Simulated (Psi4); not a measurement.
Job for Psi4: SAPT0/jun-cc-pV(D+d)Z on C4H6 (a complex), monomers drawn apart or pushed together.

```
memory 2025 MB

molecule dimer {
0 1
C    -0.38780770   -0.56419932   -0.41899659
C     0.34346237    0.54122439   -0.43295338
H     0.06642078   -1.54771501   -0.42256377
H    -1.47053193   -0.53076805   -0.40563144
H    -0.11074857    1.52474235   -0.43176067
H     1.42618238    0.50773441   -0.44873624
--
0 1
C     0.02208480    0.01081025    3.06390848
C     0.03740265    0.01907624    4.26128344
H     0.00951752    0.00214038    1.99865126
H     0.04998912    0.02777767    5.32372841
units angstrom
symmetry c1
no_reorient
no_com
}

set {
  basis jun-cc-pV(D+d)Z
  scf_type df
  freeze_core true
}

energy('sapt0')
```

Program output:

```
[...]
==> Input File <==

--------------------------------------------------------------------------
memory 2025 MB

molecule dimer {
0 1
C    -0.38780770   -0.56419932   -0.41899659
C     0.34346237    0.54122439   -0.43295338
H     0.06642078   -1.54771501   -0.42256377
H    -1.47053193   -0.53076805   -0.40563144
H    -0.11074857    1.52474235   -0.43176067
H     1.42618238    0.50773441   -0.44873624
--
0 1
C     0.02208480    0.01081025    3.06390848
C     0.03740265    0.01907624    4.26128344
H     0.00951752    0.00214038    1.99865126
H     0.04998912    0.02777767    5.32372841
units angstrom
symmetry c1
no_reorient
no_com
}

set {
  basis jun-cc-pV(D+d)Z
  scf_type df
  freeze_core true
}

energy('sapt0')
--------------------------------------------------------------------------


   => Loading Basis Set <=

    Name: JUN-CC-PV(D+D)Z
    Role: ORBITAL
    Keyword: BASIS
    atoms 1-2, 7-8  entry C          line   188 file jun-cc-pv_dpd_z.gbs
    atoms 3-6, 9-10 entry H          line    60 file jun-cc-pv_dpd_z.gbs

   => Loading Basis Set <=

    Name: JUN-CC-PV(D+D)Z
    Role: ORBITAL
    Keyword: BASIS
    atoms 1-2, 7-8  entry C          line   188 file jun-cc-pv_dpd_z.gbs
    atoms 3-6, 9-10 entry H          line    60 file jun-cc-pv_dpd_z.gbs


  //>>>>>>>>>>>>>>>>>>>>>>>>>>>>>>>>>>>//
  //              Dimer HF             //
  //<<<<<<<<<<<<<<<<<<<<<<<<<<<<<<<<<<<//

   => Libint2 <=

    Primary   basis highest AM E, G, H:  7, 6, 3
    Auxiliary basis highest AM E, G, H:  7, 7, 4
    Onebody   basis highest AM E, G, H:  -, -, -
    Solid Harmonics ordering:            Gaussian


   => Loading Basis Set <=

    Name: JUN-CC-PV(D+D)Z
    Role: ORBITAL
    Keyword: BASIS
    atoms 1-2, 7-8  entry C          line   188 file jun-cc-pv_dpd_z.gbs
    atoms 3-6, 9-10 entry H          line    60 file jun-cc-pv_dpd_z.gbs


         ---------------------------------------------------------
                                   SCF
               by Justin Turney, Rob Parrish, Andy Simmonett
                          and Daniel G. A. Smith
                              RHF Reference
                        1 Threads,   1931 MiB Core
         ---------------------------------------------------------

  ==> Geometry <==

    Molecular point group: c1
    Full point group: C1

    Geometry (in Angstrom), charge = 0, multiplicity = 1:

       Center              X                  Y                   Z               Mass
    ------------   -----------------  -----------------  -----------------  -----------------
         C           -0.387807700000    -0.564199320000    -0.418996590000    12.000000000000
         C            0.343462370000     0.541224390000    -0.432953380000    12.000000000000
         H            0.066420780000    -1.547715010000    -0.422563770000     1.007825032230
         H           -1.470531930000    -0.530768050000    -0.405631440000     1.007825032230
         H           -0.110748570000     1.524742350000    -0.431760670000     1.007825032230
         H            1.426182380000     0.507734410000    -0.448736240000     1.007825032230
         C            0.022084800000     0.010810250000     3.063908480000    12.000000000000
         C            0.037402650000     0.019076240000     4.261283440000    12.000000000000
         H            0.009517520000     0.002140380000     1.998651260000     1.007825032230
         H            0.049989120000     0.027777670000     5.323728410000     1.007825032230

  Running in c1 symmetry.

  Rotational constants: A =      0.83871  B =      0.04535  C =      0.04379 [cm^-1]
  Rotational constants: A =  25143.91940  B =   1359.65654  C =   1312.86641 [MHz]
  Nuclear repulsion =   87.704089415288962

  Charge       = 0
  Multiplicity = 1
  Electrons    = 30
  Nalpha       = 15
  Nbeta        = 15

  ==> Algorithm <==

  SCF Algorithm Type is DF.
  DIIS enabled.
  MOM disabled.
  Fractional occupation disabled.
  Guess Type is SAD.
  Energy threshold   = 1.00e-08
  Density threshold  = 1.00e-08
  Integral threshold = 1.00e-12

  ==> Primary Basis <==

  Basis Set: JUN-CC-PV(D+D)Z
    Blend: JUN-CC-PV(D+D)Z
    Number of shells: 50
    Number of basis functions: 102
    Number of Cartesian functions: 106
    Spherical Harmonics?: true
    Max angular momentum: 2

   => Loading Basis Set <=

    Name: (JUN-CC-PV(D+D)Z AUX)
    Role: JKFIT
    Keyword: DF_BASIS_SCF
    atoms 1-2, 7-8  entry C          line   146 file jun-cc-pvdz-jkfit.gbs
    atoms 3-6, 9-10 entry H          line    70 file jun-cc-pvdz-jkfit.gbs

  ==> Integral Setup <==

  DFHelper Memory: AOs need 0.037 GiB; user supplied 1.414 GiB.
  SCF_SUBTYPE=INCORE selected. In-core MEM_DF algorithm will be used.
  Using in-core AOs.

  ==> MemDFJK: Density-Fitted J/K Matrices <==

    J tasked:                   Yes
    K tasked:                   Yes
    wK tasked:                   No
    OpenMP threads:               1
    Algorithm:                 Core
    Schwarz Cutoff:        
[...]
    92A      3.221864    93A      3.446108    94A      3.624830
      95A      3.757350    96A      3.798946    97A      4.162659
      98A      5.165196    99A      5.225710   100A      5.574409
     101A     18.122634   102A     18.627677

    Final Occupation by Irrep:
              A
    DOCC [     7 ]
    NA   [     7 ]
    NB   [     7 ]

  @DF-RHF Final Energy:   -76.82780179183365

   => Energetics <=

    Nuclear Repulsion Energy =             24.8439397028391440
    One-Electron Energy =                -151.7269096394146572
    Two-Electron Energy =                  50.0551681447418559
    Total Energy =                        -76.8278017918336502

Computation Completed


Properties will be evaluated at   0.000000,   0.000000,   0.000000 [a0]

Properties computed using the SCF density matrix


 Multipole Moments:

 ------------------------------------------------------------------------------------
     Multipole            Electronic (a.u.)      Nuclear  (a.u.)        Total (a.u.)
 ------------------------------------------------------------------------------------

 L = 1.  Multiply by 2.5417464519 to convert [e a0] to [Debye]
 Dipole X            :         -0.7869462            0.7869412           -0.0000050
 Dipole Y            :         -0.3953571            0.3954006            0.0000435
 Dipole Z            :        -96.8935563           96.8929314           -0.0006248
 Magnitude           :                                                    0.0006264

 ------------------------------------------------------------------------------------

  Constructing Basis Sets for SAPT...

   => Loading Basis Set <=

    Name: (JUN-CC-PV(D+D)Z AUX)
    Role: RIFIT
    Keyword: DF_BASIS_SAPT
    atoms 1-2, 7-8  entry C          line   100 file jun-cc-pvdz-ri.gbs
    atoms 3-6, 9-10 entry H          line    30 file jun-cc-pvdz-ri.gbs

   => Loading Basis Set <=

    Name: (JUN-CC-PV(D+D)Z AUX)
    Role: JKFIT
    Keyword: DF_BASIS_ELST
    atoms 1-2, 7-8  entry C          line   146 file jun-cc-pvdz-jkfit.gbs
    atoms 3-6, 9-10 entry H          line    70 file jun-cc-pvdz-jkfit.gbs


  //>>>>>>>>>>>>>>>>>>>>>>>>>>>>>>>>>>>//
  //               SAPT0               //
  //<<<<<<<<<<<<<<<<<<<<<<<<<<<<<<<<<<<//



        SAPT0
    Ed Hohenstein
     6 June 2009

      Orbital Information
  --------------------------
    NSO        =       102
    NMO        =       102
    NRI        =       344
    NRI (Elst) =       454
    NOCC A     =         8
    NOCC B     =         7
    FOCC A     =         2
    FOCC B     =         2
    NVIR A     =        94
    NVIR B     =        95

    Elst10,r            =    -0.005834254655 [Eh]
    Exch10              =     0.009680025028 [Eh]
    Exch10 (S^2)        =     0.009593336487 [Eh]

    Maxiter = 50
    CPHF R converge = 1.000000E-08

    Iter     Energy [mEh]          dE [mEh]         Residual      Time [s]
       1      -2.09217663       2.092176631     7.698379e-03             0
       2      -2.70227933       0.610102695     1.918875e-03             0
       3      -2.72594536       0.023666037     4.535629e-04             0
       4      -2.71480922      -0.011136141     1.075281e-04             0
       5      -2.71426972      -0.000539506     2.523528e-05             0
       6      -2.71476512       0.000495403     3.929778e-06             0
       7      -2.71472206      -0.000043061     1.015781e-06             0
       8      -2.71472009      -0.000001969     2.816721e-07             0
       9      -2.71472195       0.000001862     3.624812e-08             0
      10      -2.71472190      -0.000000053     8.819423e-09             0

    CHF Iterations converged

    Maxiter = 50
    CPHF R converge = 1.000000E-08

    Iter     Energy [mEh]          dE [mEh]         Residual      Time [s]
       1      -0.32098288       0.320982881     3.648820e-03             0
       2      -0.34036060       0.019377721     1.197770e-03             0
       3      -0.36727589       0.026915290     1.344437e-04             0
       4      -0.36650488      -0.000771012     3.242650e-05             0
       5      -0.36644165      -0.000063233     8.272232e-06             0
       6      -0.36649283       0.000051185     2.574706e-06             0
       7      -0.36648035      -0.000012478     1.206270e-06             0
       8      -0.36648370       0.000003343     1.540910e-07             0
       9      -0.36648341      -0.000000290     3.198603e-08             0
      10      -0.36648345       0.000000039     3.171182e-09             0

    CHF Iterations converged

    Ind20,r (A<-B)      =    -0.002714721899 [Eh]
    Ind20,r (B<-A)      =    -0.000366483446 [Eh]
    Ind20,r             =    -0.003081205345 [Eh]
    Exch-Ind20,r (A<-B) =     0.002111287131 [Eh]
    Exch-Ind20,r (B<-A) =     0.000252422801 [Eh]
    Exch-Ind20,r        =     0.002363709933 [Eh]
    Disp20              =    -0.003476824200 [Eh]
    Disp20 (SS)         =    -0.001738412100 [Eh]
    Disp20 (OS)         =    -0.001738412100 [Eh]
    Exch-Disp20         =     0.000593199177 [Eh]
    Exch-Disp20 (SS)    =     0.000366011642 [Eh]
    Exch-Disp20 (OS)    =     0.000227187535 [Eh]

    SAPT Results
  --------------------------------------------------------------------------------------------------------
    Electrostatics                 -5.83425466 [mEh]      -3.66105007 [kcal/mol]     -15.31783349 [kJ/mol]
      Elst10,r                     -5.83425466 [mEh]      -3.66105007 [kcal/mol]     -15.31783349 [kJ/mol]

    Exchange                        9.68002503 [mEh]       6.07430741 [kcal/mol]      25.41490221 [kJ/mol]
      Exch10                        9.68002503 [mEh]       6.07430741 [kcal/mol]      25.41490221 [kJ/mol]
      Exch10(S^2)                   9.59333649 [mEh]       6.01990953 [kcal/mol]      25.18730148 [kJ/mol]

    Induction                      -2.03359240 [mEh]      -1.27609850 [kcal/mol]      -5.33919612 [kJ/mol]
      Ind20,r                      -3.08120535 [mEh]      -1.93348554 [kcal/mol]      -8.08970352 [kJ/mol]
      Exch-Ind20,r                  2.36370993 [mEh]       1.48325038 [kcal/mol]       6.20591957 [kJ/mol]
      delta HF,r (2)               -1.31609699 [mEh]      -0.82586333 [kcal/mol]      -3.45541217 [kJ/mol]

    Dispersion                     -2.88362502 [mEh]      -1.80950202 [kcal/mol]      -7.57095645 [kJ/mol]
      Disp20                       -3.47682420 [mEh]      -2.18174012 [kcal/mol]      -9.12840068 [kJ/mol]
      Exch-Disp20                   0.59319918 [mEh]       0.37223810 [kcal/mol]       1.55744423 [kJ/mol]
      Disp20 (SS)                  -1.73841210 [mEh]      -1.09087006 [kcal/mol]      -4.56420034 [kJ/mol]
      Disp20 (OS)                  -1.73841210 [mEh]      -1.09087006 [kcal/mol]      -4.56420034 [kJ/mol]
      Exch-Disp20 (SS)              0.36601164 [mEh]       0.22967577 [kcal/mol]       0.96096343 [kJ/mol]
      Exch-Disp20 (OS)              0.22718753 [mEh]       0.14256233 [kcal/mol]       0.59648079 [kJ/mol]

  Total HF                          1.81217797 [mEh]       1.13715884 [kcal/mol]       4.75787261 [kJ/mol]
  Total SAPT0                      -1.07144705 [mEh]      -0.67234318 [kcal/mol]      -2.81308385 [kJ/mol]

  Special recipe for scaled SAPT0 (see Manual):
    Electrostatics sSAPT0          -5.83425466 [mEh]      -3.66105007 [kcal/mol]     -15.31783349 [kJ/mol]
    Exchange sSAPT0                 9.68002503 [mEh]       6.07430741 [kcal/mol]      25.41490221 [kJ/mol]
    Induction sSAPT0               -1.96893385 [mEh]      -1.23552464 [kcal/mol]      -5.16943511 [kJ/mol]
    Dispersion sSAPT0              -2.86739824 [mEh]      -1.79931956 [kcal/mol]      -7.52835305 [kJ/mol]
  Total sSAPT0                     -0.99056172 [mEh]      -0.62158686 [kcal/mol]      -2.60071944 [kJ/mol]
  --------------------------------------------------------------------------------------------------------



*** Psi4 exiting successfully. Buy a developer a beer!
```

The run finished.

Cost: very roughly 6 core-seconds.
